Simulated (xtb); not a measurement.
C$_{5}$H$_{10}$N (SMILES [CH]=NC(C)(C)C), doublet, from a rough starting geometry; GFN2-xTB run with xtb.

xtb was given this input:
```
$ xtb mol.xyz --gfn 2 --uhf 1 --opt vtight --json

# file mol.xyz
16

C      0.58847307     2.09020708     1.09985946
N      0.87804120     1.04304209     0.35969463
C      0.06770253     0.01525073    -0.02679636
C      0.54360514    -1.23409376     0.69742941
C      0.27077906    -0.19868929    -1.59733729
C     -1.40990670     0.21014800     0.22073898
H      1.36032491     2.80692385     1.35298947
H      0.45727924    -1.10737765     1.79459190
H     -0.00584249    -2.16648391     0.38029626
H      1.55998369    -1.40119222     0.52331117
H     -0.22119951    -1.04478322    -1.83925382
H     -0.08368617     0.67083791    -2.01642582
H      1.33824257    -0.32185497    -1.77233767
H     -1.65550778     0.36371966     1.30916510
H     -1.71761024     1.09764300    -0.29508646
H     -2.02922569    -0.65931924    -0.11008193
```

What the program printed (banner, timings and long lists left out):

```
   ID    Z sym.   atoms
    1    6 C      1, 3-6
    2    7 N      2
    3    1 H      7-16

           -------------------------------------------------
          |                Calculation Setup                |
           -------------------------------------------------

           -------------------------------------------------
          |                 G F N 2 - x T B                 |
           -------------------------------------------------

          ...................................................
          :                      SETUP                      :
          :.................................................:
          :  # basis functions                  34          :
          :  # atomic orbitals                  34          :
          :  # shells                           22          :
          :  # electrons                        35          :
          :  max. iterations                   250          :
          :  Hamiltonian                  GFN2-xTB          :
          :  restarted?                      false          :
          :  GBSA solvation                  false          :
          :  PC potential                    false          :
          :  electronic temp.          300.0000000     K    :
          :  accuracy                    1.0000000          :
          :  -> integral cutoff          0.2500000E+02      :
          :  -> integral neglect         0.1000000E-07      :
          :  -> SCF convergence          0.1000000E-05 Eh   :
          :  -> wf. convergence          0.1000000E-03 e    :
          :  Broyden damping             0.4000000          :
          :  net charge                          0          :
          :  unpaired electrons                  1          :
          ...................................................

 iter      E             dE          RMSdq      gap      omega  full diag
   1    -18.8290470 -0.188290E+02  0.316E+00    1.80       0.0  T
   2    -18.8252402  0.380680E-02  0.284E+00    1.70       1.0  T
   3    -18.8766128 -0.513726E-01  0.140E+00    1.67       1.0  T
   4    -18.8811207 -0.450790E-02  0.435E-01    1.61       1.0  T
   5    -18.8816983 -0.577621E-03  0.145E-01    1.61       1.0  T
   6    -18.8818334 -0.135113E-03  0.485E-02    1.62       1.0  T
   7    -18.8818360 -0.256177E-05  0.166E-02    1.62       1.5  T
   8    -18.8818373 -0.130972E-05  0.308E-03    1.62       8.1  T
   9    -18.8818373 -0.511289E-07  0.145E-03    1.62      17.3  T
  10    -18.8818373 -0.572660E-08  0.300E-04    1.62      83.4  T
  11    -18.8818373  0.625608E-09  0.319E-04    1.62      78.4  T

   *** convergence criteria satisfied after 11 iterations ***

         :::::::::::::::::::::::::::::::::::::::::::::::::::::
         ::                     SUMMARY                     ::
         :::::::::::::::::::::::::::::::::::::::::::::::::::::
         :: total energy             -18.601415362429 Eh    ::
         :: gradient norm              0.216367180753 Eh/a0 ::
         :: HOMO-LUMO gap              1.619276036575 eV    ::
         ::.................................................::
         :: SCC energy               -18.881808565775 Eh    ::
         :: -> isotropic ES            0.006129900273 Eh    ::
         :: -> anisotropic ES          0.004635563431 Eh    ::
         :: -> anisotropic XC          0.016507736596 Eh    ::
         :: -> dispersion             -0.009696303661 Eh    ::
         :: repulsion energy           0.280393203346 Eh    ::
         :: add. restraining           0.000000000000 Eh    ::
         :: total charge              -0.000000000000 e     ::
         :::::::::::::::::::::::::::::::::::::::::::::::::::::

      -----------------------------------------------------------
     |                   =====================                   |
     |                        A N C O P T                        |
     |                   =====================                   |
     |               Approximate Normal Coordinate               |
     |                Rational Function Optimizer                |
      -----------------------------------------------------------
      -----------------------------------------------------------
     |                   =====================                   |
     |                        A N C O P T                        |
     |                   =====================                   |
     |               Approximate Normal Coordinate               |
     |                Rational Function Optimizer                |
      -----------------------------------------------------------

          ...................................................
          :                      SETUP                      :
          :.................................................:
          :   optimization level         verytight          :
          :   max. optcycles                   320          :
          :   ANC micro-cycles                  20          :
          :   degrees of freedom                42          :
          :.................................................:
          :   RF solver                   davidson          :
          :   write xtbopt.log                true          :
          :   linear?                        false          :
          :   energy convergence         0.1000000E-06 Eh   :
          :   grad. convergence          0.2000000E-03 Eh/α :
          :   maxmium RF displ.          1.0000000          :
          :   Hlow (freq-cutoff)         0.1000000E-01      :
          :   Hmax (freq-cutoff)         5.0000000          :
          :   S6 in model hess.         20.0000000          :
          ...................................................

generating ANC from exact Hessian ...
Using Lindh-Hessian (1995)
 Shifting diagonal of input Hessian by    3.3666103415783454E-003
 Lowest  eigenvalues of input Hessian
    0.000000    0.000000    0.000000    0.000000    0.000000    0.000000
[...]
 * total energy  :   -18.6277975 Eh     change       -0.7900275E-05 Eh
 * total energy  :   -18.6278034 Eh     change       -0.5844725E-05 Eh
 * total energy  :   -18.6278085 Eh     change       -0.5123902E-05 Eh
 * total energy  :   -18.6278131 Eh     change       -0.4672126E-05 Eh
 * total energy  :   -18.6278194 Eh     change       -0.6211507E-05 Eh
 * total energy  :   -18.6278212 Eh     change       -0.1887032E-05 Eh
 * total energy  :   -18.6278224 Eh     change       -0.1185274E-05 Eh
 * total energy  :   -18.6278233 Eh     change       -0.8486738E-06 Eh
 * total energy  :   -18.6278244 Eh     change       -0.1081726E-05 Eh
 * total energy  :   -18.6278250 Eh     change       -0.6797963E-06 Eh
 * total energy  :   -18.6278254 Eh     change       -0.3102037E-06 Eh
 * total energy  :   -18.6278254 Eh     change       -0.9566924E-07 Eh
   *** GEOMETRY OPTIMIZATION CONVERGED AFTER 18 ITERATIONS ***
         :: total energy             -18.627825447673 Eh    ::
[...]

           -------------------------------------------------
          |                Property Printout                |
           -------------------------------------------------

    * Orbital Energies and Occupations

         #    Occupation            Energy/Eh            Energy/eV
      -------------------------------------------------------------
         1        2.0000           -0.6473287             -17.6147
       ...           ...                  ...                  ...
         6        2.0000           -0.5303836             -14.4325
         7        2.0000           -0.5109231             -13.9029
         8        2.0000           -0.5093864             -13.8611
         9        2.0000           -0.4955389             -13.4843
        10        2.0000           -0.4770883             -12.9822
        11        2.0000           -0.4754145             -12.9367
        12        2.0000           -0.4555192             -12.3953
        13        2.0000           -0.4550615             -12.3829
        14        2.0000           -0.4530642             -12.3285
        15        2.0000           -0.4463440             -12.1456
        16        2.0000           -0.4286301             -11.6636
        17        2.0000           -0.4246672             -11.5558
        18        1.0000           -0.2825254              -7.6879 (HOMO)
        19                         -0.2159292              -5.8757 (LUMO)
        20                          0.0520365               1.4160
        21                          0.0913311               2.4852
        22                          0.1031180               2.8060
        23                          0.1087492               2.9592
        24                          0.1468796               3.9968
        25                          0.1966378               5.3508
        26                          0.1974977               5.3742
        27                          0.2262003               6.1552
        28                          0.2271452               6.1809
        29                          0.2356112               6.4113
       ...                                ...                  ...
        34                          0.6519495              17.7404
      -------------------------------------------------------------
                  HL-Gap            0.0665962 Eh            1.8122 eV
             Fermi-level           -0.3014118 Eh           -8.2018 eV

     #   Z          covCN         q      C6AA      α(0)
     1   6 C        1.849    -0.067    32.969     9.275
     2   7 N        1.835    -0.135    24.700     7.365
     3   6 C        3.844     0.097    18.961     6.194
     4   6 C        3.763    -0.110    22.640     6.783
     5   6 C        3.763    -0.110    22.640     6.783
     6   6 C        3.757    -0.113    22.717     6.796
     7   1 H        0.926     0.049     2.336     2.390
     8   1 H        0.925     0.042     2.429     2.437
     9   1 H        0.925     0.042     2.429     2.437
    10   1 H        0.925     0.047     2.356     2.401
    11   1 H        0.925     0.042     2.429     2.437
    12   1 H        0.925     0.042     2.429     2.437
    13   1 H        0.925     0.047     2.356     2.400
    14   1 H        0.925     0.044     2.393     2.419
    15   1 H        0.925     0.044     2.394     2.420
    16   1 H        0.925     0.040     2.446     2.446

 Mol. C6AA /au·bohr⁶  :       2004.300070
 Mol. C8AA /au·bohr⁸  :      43262.153510
 Mol. α(0) /au        :         67.419352

Wiberg/Mayer (AO) data.
largest (>0.10) Wiberg bond orders for each atom

 ---------------------------------------------------------------------------
     #   Z sym  total        # sym  WBO       # sym  WBO       # sym  WBO
 ---------------------------------------------------------------------------
     1   6 C    3.337 --     2 N    2.271     7 H    0.955
     2   7 N    3.332 --     1 C    2.271     3 C    0.989
     3   6 C    3.975 --     2 N    0.989     5 C    0.981     4 C    0.981
                             6 C    0.979
     4   6 C    3.995 --     8 H    0.986    10 H    0.985     9 H    0.984
                             3 C    0.981
     5   6 C    3.995 --    12 H    0.986    13 H    0.985    11 H    0.984
                             3 C    0.981
     6   6 C    3.994 --    15 H    0.985    14 H    0.985    16 H    0.985
                             3 C    0.979
     7   1 H    0.996 --     1 C    0.955
     8   1 H    0.998 --     4 C    0.986
     9   1 H    0.998 --     4 C    0.984
    10   1 H    0.998 --     4 C    0.985
    11   1 H    0.998 --     5 C    0.984
    12   1 H    0.998 --     5 C    0.986
    13   1 H    0.998 --     5 C    0.985
    14   1 H    0.998 --     6 C    0.985
    15   1 H    0.998 --     6 C    0.985
    16   1 H    0.998 --     6 C    0.985
 ---------------------------------------------------------------------------

Topologies differ in total number of bonds
Writing topology from bond orders to xtbtopo.mol

molecular dipole:
                 x           y           z       tot (Debye)
 q only:       -0.196      -0.392      -0.173
   full:       -0.138      -0.346      -0.156       1.026
molecular quadrupole (traceless):
                xx          xy          yy          xz          yz          zz
 q only:        0.019      -0.569      -0.328      -0.237      -0.319       0.309
  q+dip:       -0.090       0.853       0.413       0.385       0.336      -0.322
   full:       -0.292       0.766      -0.020       0.472      -0.364       0.312

optimized geometry written to: xtbopt.xyz

           -------------------------------------------------
          | TOTAL ENERGY              -18.627825447673 Eh   |
          | GRADIENT NORM               0.000078878798 Eh/α |
          | HOMO-LUMO GAP               1.812175533526 eV   |
           -------------------------------------------------

normal termination of xtb
```
